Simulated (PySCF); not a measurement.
C$_{2}$H$_{5}$I, charge -1, sextet, at the geometry of the source list (a state made from the parent by changing its charge; the spin is typed, not shown lowest) (all electrons, no relativity) (in this run its highest filled SCF level lies above zero, so its values depend strongly on the basis, on diffuse functions most of all); PBE0/6-311G** (PySCF).

The PySCF input:
```python
from pyscf import gto, scf, dft

mol = gto.Mole()
mol.atom = '''
    C    -0.77360000    0.27010000    0.08430000
    C     0.54870000   -0.42420000   -0.14430000
    I     2.22910000    0.84980000    0.34860000
    H    -0.88870000    0.55950000    1.12690000
    H    -1.58520000   -0.40850000   -0.17680000
    H    -0.85900000    1.16230000   -0.53280000
    H     0.64940000   -1.30750000    0.48120000
    H     0.67930000   -0.70150000   -1.18710000
'''
mol.basis = '6-311g**'
mol.charge = -1
mol.spin = 5
mol.verbose = 4
mol.build()

mf = dft.UKS(mol)
mf.xc = 'pbe0'
mf.kernel()
```

Question: Write the output that PySCF gives for this input, abridged.

Answer: 
```
PySCF version 2.14.0

[INPUT] verbose = 4
[INPUT] num. atoms = 8
[INPUT] num. electrons = 71
[INPUT] charge = -1
[INPUT] spin (= nelec alpha-beta = 2S) = 5
[INPUT] symmetry False subgroup None
[INPUT] Mole.unit = angstrom
[INPUT] Symbol           X                Y                Z      unit          X                Y                Z       unit  Magmom
[...]
nuclear repulsion = 214.748207360577
number of shells = 60
number of NR pGTOs = 188
number of NR cGTOs = 128
basis = 6-311g**
ecp = {}

******** <class 'pyscf.dft.uks.UKS'> ********
method = UKS
initial guess = minao
damping factor = 0
level_shift factor = 0
DIIS = <class 'pyscf.scf.diis.CDIIS'>
diis_start_cycle = 1
diis_space = 8
diis_damp = 0
SCF conv_tol = 1e-09
SCF conv_tol_grad = None
SCF max_cycles = 50
direct_scf = True
direct_scf_tol = 1e-13
number electrons alpha = 38  beta = 33
XC library pyscf.dft.libxc version 7.1.2
    S. Lehtola, C. Steigemann, M. J. T. Oliveira, and M. A. L. Marques,  SoftwareX 7, 1–5 (2018)
XC functionals = pbe0
    C. Adamo and V. Barone,  J. Chem. Phys. 110, 6158 (1999)
    M. Ernzerhof and G. E. Scuseria,  J. Chem. Phys. 110, 5029 (1999)
radial grids:
    Treutler-Ahlrichs [JCP 102, 346 (1995); DOI:10.1063/1.469408] (M4) radial grids

becke partition: Becke, JCP 88, 2547 (1988); DOI:10.1063/1.454033
pruning grids: <function nwchem_prune>
grids dens level: 3
symmetrized grids: False
atomic radii adjust function: <function treutler_atomic_radii_adjust>
small_rho_cutoff = 0
Set gradient conv threshold to 3.16228e-05
tot grids = 99240
init E= -6960.75974301051

cycle= 1 E= -6997.18541066381  delta_E= -36.4  |g|= 4.44  |ddm|= 9.74

cycle= 2 E= -6994.88788122516  delta_E=  2.3  |g|= 2.52  |ddm|= 12.3

cycle= 3 E= -6992.17920189847  delta_E= 2.71  |g|= 2.66  |ddm|= 12.8

cycle= 4 E= -6997.52263068015  delta_E= -5.34  |g|= 0.43  |ddm|= 10.1

cycle= 5 E= -6997.61524565891  delta_E= -0.0926  |g|= 0.243  |ddm|= 2.76

cycle= 6 E= -6997.64561209838  delta_E= -0.0304  |g|= 0.08  |ddm|= 1.44

cycle= 7 E= -6997.6492475653  delta_E= -0.00364  |g|= 0.0321  |ddm|=  0.4

cycle= 8 E= -6997.65001157226  delta_E= -0.000764  |g|= 0.00851  |ddm|= 0.181

cycle= 9 E= -6997.6502607062  delta_E= -0.000249  |g|= 0.00492  |ddm|= 0.172

cycle= 10 E= -6997.6503610394  delta_E= -0.0001  |g|= 0.00388  |ddm|= 0.0689

cycle= 11 E= -6997.65043543416  delta_E= -7.44e-05  |g|= 0.00191  |ddm|= 0.0604

cycle= 12 E= -6997.65047409426  delta_E= -3.87e-05  |g|= 0.00117  |ddm|= 0.05

cycle= 13 E= -6997.65047840008  delta_E= -4.31e-06  |g|= 0.000268  |ddm|= 0.0233

cycle= 14 E= -6997.65047848256  delta_E= -8.25e-08  |g|= 9.58e-05  |ddm|= 0.00462

cycle= 15 E= -6997.65047849205  delta_E= -9.49e-09  |g|= 7.86e-05  |ddm|= 0.00236

cycle= 16 E= -6997.65047850789  delta_E= -1.58e-08  |g|= 3.52e-05  |ddm|= 0.00203

cycle= 17 E= -6997.65047851376  delta_E= -5.87e-09  |g|= 2.65e-05  |ddm|= 0.00146

cycle= 18 E= -6997.65047851968  delta_E= -5.93e-09  |g|= 1.75e-05  |ddm|= 0.00193

cycle= 19 E= -6997.65047852483  delta_E= -5.15e-09  |g|= 1.66e-05  |ddm|= 0.00182

cycle= 20 E= -6997.65047852888  delta_E= -4.05e-09  |g|= 1.63e-05  |ddm|= 0.00145

cycle= 21 E= -6997.65047853292  delta_E= -4.04e-09  |g|= 1.63e-05  |ddm|= 0.00145

cycle= 22 E= -6997.6504785303  delta_E= 2.62e-09  |g|= 1.63e-05  |ddm|= 0.000944

cycle= 23 E= -6997.65047851988  delta_E= 1.04e-08  |g|= 1.61e-05  |ddm|= 0.00385

cycle= 24 E= -6997.65047847789  delta_E= 4.2e-08  |g|= 1.52e-05  |ddm|= 0.0167

cycle= 25 E= -6997.65047840036  delta_E= 7.75e-08  |g|= 1.26e-05  |ddm|= 0.039

cycle= 26 E= -6997.6504783509  delta_E= 4.95e-08  |g|= 8.39e-06  |ddm|= 0.04

cycle= 27 E= -6997.65047833725  delta_E= 1.36e-08  |g|= 5.58e-06  |ddm|= 0.0206

cycle= 28 E= -6997.65047833281  delta_E= 4.44e-09  |g|= 4.62e-06  |ddm|= 0.013

cycle= 29 E= -6997.65047833173  delta_E= 1.08e-09  |g|= 2.5e-06  |ddm|= 0.00798

cycle= 30 E= -6997.65047833163  delta_E= 9.82e-11  |g|= 1.77e-06  |ddm|= 0.00331

Extra cycle  E= -6997.65047833164  delta_E= -5.46e-12  |g|= 3.55e-06  |ddm|= 2.76e-05
converged SCF energy = -6997.65047833164  <S^2> = 8.7567116  2S+1 = 6.0022368
```
